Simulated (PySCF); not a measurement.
C₄F₆. Atoms are numbered in the order given.

```xyz
10

F     -1.3375     2.1969     0.0000
C     -0.0683     1.8682     0.0000
F      0.7221     2.9162     0.0000
C      0.4005     0.6076     0.0000
F      1.7294     0.4367     0.0000
C     -0.4005    -0.6076     0.0000
F     -1.7294    -0.4367     0.0000
C      0.0683    -1.8682     0.0000
F      1.3375    -2.1969     0.0000
F     -0.7221    -2.9162     0.0000
```

The structure is a stationary point at B3LYP-D3(BJ)/def2-SVP. One conformer was computed; it need not be the lowest.

Level of theory: B3LYP/pcSseg-1 run with PySCF.

GIAO shieldings, no solvent; atoms listed in one row are averaged. δ = σ(ref) − σ: ¹⁹F against CFCl3 (σ = 161.7 ppm); ¹³C against TMS (σ = 181.3 ppm), references at their B3LYP-D3(BJ)/def2-TZVP geometries, non-relativistic.

```json
[
 {"nucleus": "¹⁹F", "atoms": "F10, F3", "count": "2", "δ (ppm)": "-103.7"},
 {"nucleus": "¹⁹F", "atoms": "F1, F9", "count": "2", "δ (ppm)": "-120.5"},
 {"nucleus": "¹⁹F", "atoms": "F5, F7", "count": "2", "δ (ppm)": "-220.4"},
 {"nucleus": "¹³C", "atoms": "C2, C8", "count": "2", "δ (ppm)": "167.1"},
 {"nucleus": "¹³C", "atoms": "C4, C6", "count": "2", "δ (ppm)": "132.3"}
]
```
